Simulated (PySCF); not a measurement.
# From computed data to an observable: chemical shift, span and skew from a shielding tensor

F₂H₄N₂Si, SMILES N[Si](N)(F)F. Atoms are numbered in the order given.

```xyz
9

N     -1.3432     0.3655    -0.9619
Si     0.0000     0.0000     0.0018
N      1.3432    -0.3655    -0.9619
F     -0.5114    -1.1623     1.0054
F      0.5114     1.1623     1.0054
H     -1.2842     1.0350    -1.7182
H     -2.2859     0.2556    -0.6099
H      1.2842    -1.0350    -1.7182
H      2.2859    -0.2556    -0.6099
```
Charge 0, spin multiplicity 1.

The structure is a stationary point at PBE0-D3(BJ)/def2-SVP. The values are those of a single conformer.

GIAO shieldings from PySCF with PBE/pcSseg-1, non-relativistic, no solvent. The symmetric part of the tensor of F4 has the principal values 263.8, 276.7, 385.5 ppm. The same nucleus in CFCl3 has σ = 133.6 ppm at this level (PySCF, at its B3LYP-D3(BJ)/def2-TZVP geometry).

Question: Work out the isotropic shielding, the ¹⁹F shift against CFCl3, the span and the skew.

Answer: 
σ(iso) = (σ11 + σ22 + σ33)/3 = 308.7 ppm. δ = σ(ref) − σ(iso) = 133.6 − (308.7) = -175.1 ppm.
Span Ω = σ33 − σ11 = 121.7 ppm. Skew κ = 3(σ(iso) − σ22)/Ω = 0.79. Tumbling in solution averages the tensor to δ; in a static solid the shielding alone would spread this spin-1/2 line over Ω.
